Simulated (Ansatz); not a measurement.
NaSn6⁻. Total charge -1; singlet. Geometry r2SCAN-D4/def2-SVPD.

Cartesian coordinates in Å:
```
Na -1.428 1.156 1.605
Sn -0.537 -1.996 1.428
Sn 1.338 -1.229 -0.964
Sn 1.563 -0.105 1.953
Sn 1.042 1.730 -0.331
Sn -1.648 -0.671 -0.990
Sn -0.329 1.115 -2.702
```

In the def2 sets Sn takes a core potential; there is no spin–orbit coupling. The restricted singlet is unstable towards broken spin symmetry in Hartree–Fock (as tested in another run); at PBE-D4/def2-TZVPD, r2SCAN-D4/def2-TZVPD, B97M-V/def2-TZVPD, PBE0-D4/def2-TZVPD and others this wasn't settled. Another isomer (singlet) lies 0.34 eV lower at PBE0-D4/def2-TZVPD; other spin states weren't run for this one.

Task: Estimate the orbital energies around the gap (eV) in Ansatz with PBE-D4/def2-TZVPD, r2SCAN-D4/def2-TZVPD, B97M-V/def2-TZVPD, PBE0-D4/def2-TZVPD, BHLYP-D4/def2-TZVPD.

Result: 
| orbital | PBE-D4/def2-TZVPD | r2SCAN-D4/def2-TZVPD | B97M-V/def2-TZVPD | PBE0-D4/def2-TZVPD | BHLYP-D4/def2-TZVPD |
| --- | --- | --- | --- | --- | --- |
| HOMO−13 | -20.63 | -21.29 | -21.76 | -23.42 | -26.09 |
| HOMO−12 | -9.56 | -10.09 | -9.81 | -11.23 | -12.71 |
| HOMO−11 | -7.76 | -8.17 | -7.89 | -9.20 | -10.48 |
| HOMO−10 | -7.22 | -7.59 | -7.28 | -8.55 | -9.75 |
| HOMO−9 | -5.95 | -6.23 | -5.91 | -7.11 | -8.16 |
| HOMO−8 | -5.24 | -5.49 | -5.16 | -6.28 | -7.21 |
| HOMO−7 | -5.04 | -5.27 | -4.95 | -6.08 | -7.02 |
| HOMO−6 | -2.00 | -2.19 | -2.12 | -2.74 | -3.28 |
| HOMO−5 | -1.60 | -1.78 | -1.65 | -2.26 | -2.71 |
| HOMO−4 | -1.46 | -1.63 | -1.54 | -2.14 | -2.64 |
| HOMO−3 | -1.40 | -1.58 | -1.46 | -2.08 | -2.55 |
| HOMO−2 | -1.26 | -1.41 | -1.32 | -1.93 | -2.42 |
| HOMO−1 | -1.26 | -1.36 | -1.28 | -1.86 | -2.31 |
| HOMO | -0.41 | -0.52 | -0.47 | -1.03 | -1.49 |
| LUMO | 0.54 | 0.55 | 0.57 | 1.01 | 1.59 |
| LUMO+1 | 0.79 | 0.87 | 0.74 | 1.27 | 1.59 |
| LUMO+2 | 1.03 | 1.26 | 0.96 | 1.44 | 1.99 |
| LUMO+3 | 1.21 | 1.26 | 1.30 | 1.74 | 2.17 |
| LUMO+4 | 1.55 | 1.73 | 1.54 | 2.00 | 2.17 |
| LUMO+5 | 1.75 | 1.99 | 1.65 | 2.03 | 2.38 |
